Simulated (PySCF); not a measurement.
Here is a job for PySCF.
```python
from pyscf import gto, scf, dft

mol = gto.Mole()
mol.atom = '''
    C     2.40424185    0.02022529    0.08481996
    C     1.21200987    0.01019583    0.04275885
    C    -0.26204028   -0.00220437   -0.00924460
    F    -0.70984126   -0.97704858   -0.80217770
    F    -0.78714150   -0.19345774    1.20206903
    F    -0.73915819    1.15169515   -0.47878081
'''
mol.basis = 'def2-svp'
mol.spin = 1
mol.verbose = 4
mol.symmetry = True
mol.build()

mf = dft.UKS(mol)
mf.xc = 'blyp'
mf.kernel()
mf.analyze()
```

Q: What does this run give for the total energy, nuclear repulsion energy, dipole moment, number of basis functions, <S^2>, HOMO energy?

A: 
```json
{
  "total_energy": "-413.2760 Eh",
  "nuclear_repulsion_energy": "222.2569 Eh",
  "dipole_moment": "1.06 D",
  "number_of_basis_functions": "84",
  "<S^2>": "0.766",
  "HOMO energy": "-7.77 eV"
}
```

These values belong to the state on which the SCF converged, which isn't shown to be the lowest.
